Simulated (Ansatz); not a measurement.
`OCN[SiH2]O`. Charge 0, multiplicity 1. Geometry: relaxed with PBE0-D4/def2-TZVP. It is one conformer, not always the lowest.

```xyz
12

O     1.173   -1.037    0.675
C     1.054    0.390    0.661
N    -0.311    0.759    0.549
Si   -1.185    0.299   -0.870
O    -1.520   -1.307   -0.968
H     2.106   -1.271    0.684
H     1.605    0.791   -0.199
H     1.486    0.808    1.579
H    -0.803    0.708    1.429
H    -2.494    0.989   -0.874
H    -0.318    0.734   -1.998
H    -0.794   -1.863   -0.669
```

(1) What is the dipole moment at B3LYP/def2-TZVPP? (An estimate is asked.)

(2) And with PBE, r2SCAN, ωB97M-V? (Estimate.)

(3) Give the Mulliken charges with B3LYP, PBE, ωB97M-V in def2-TZVPP. (Best estimate.)

Answers

(1) The calculation gave: 3.11 D, with components (2.70, 0.35, 1.50) D in this frame, pointing from negative to positive charge.

(2) Ansatz gave: PBE 3.02 D, r2SCAN 3.07 D, ωB97M-V 3.15 D.

(3) Ansatz gave: 
```tsv
atom	B3LYP	PBE	ωB97M-V
O1	-0.35	-0.32	-0.33
C2	0.02	-0.02	-0.03
N3	-0.30	-0.26	-0.30
Si4	0.55	0.45	0.47
O5	-0.40	-0.36	-0.40
H6	0.18	0.18	0.17
H7	0.10	0.10	0.13
H8	0.10	0.09	0.11
H9	0.12	0.14	0.10
H10	-0.09	-0.08	-0.04
H11	-0.12	-0.11	-0.08
H12	0.19	0.19	0.19
```

B3LYP here is the variant with VWN-RPA as its local correlation; programs differ in this.
